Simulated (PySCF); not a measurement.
A structure optimised at GFN2-xTB (Å):
```
C 
C   1  1.3194
C   2  1.4995  1  124.61
C   3  1.5020  2  109.78  1  -116.98
C   4  1.3270  3  127.94  2  -107.62
C   5  1.5000  4  125.36  3    -1.05
C   5  1.5022  4  120.97  3   179.76
H   1  1.0771  2  122.12  3   179.44
H   1  1.0784  2  121.74  3    -0.89
H   2  1.0826  1  120.54  3  -178.72
H   3  1.0912  2  109.19  1   121.24
H   3  1.0926  2  109.54  1     2.90
H   4  1.0830  3  113.51  2    70.60
H   6  1.0903  5  109.94  4  -114.07
H   6  1.0894  5  109.81  4   127.78
H   6  1.0851  5  112.59  4     7.02
H   7  1.0900  5  110.28  4  -120.88
H   7  1.0869  5  111.34  4    -0.23
H   7  1.0900  5  110.21  4   120.45
```
Z-matrix in Å and degrees, rows numbered from 1.

Charge 0, singlet.

Read off the bonds between heavy atoms and their formal orders.

C1–C2 (double); C2–C3 (single); C3–C4 (single); C4–C5 (double); C5–C6 (single); C5–C7 (single). Hydrogens: H8, H9 on C1; H10 on C2; H11, H12 on C3; H13 on C4; H14, H15, H16 on C6; H17, H18, H19 on C7.

Which species is it?

`C=CCC=C(C)C`, C7H12, 5-methyl-1,4-hexadiene.

Name the point group.

C1 (no symmetry element, even within 0.4 Å).

Classify the heavy atoms.

C1: terminal =CH2 carbon; C2: alkene CH carbon; C3: allylic carbon; C4: alkene CH carbon; C5: fully substituted alkene carbon; C6: allylic carbon; C7: allylic carbon.

What is the arrangement about C4?

It has 3 neighbours (C3, C5, H13) and is planar (angles 127.9°, 118.5° and 113.5°, sum 360.0°, 0.01 Å off the plane of its three neighbours).

What is the arrangement about C1?

It has 3 neighbours (C2, H8, H9) and is planar (angles 122.1°, 121.7° and 116.1°, sum 360.0°, 0.00 Å off the plane of its three neighbours).

The numbers are calculated, not measured.
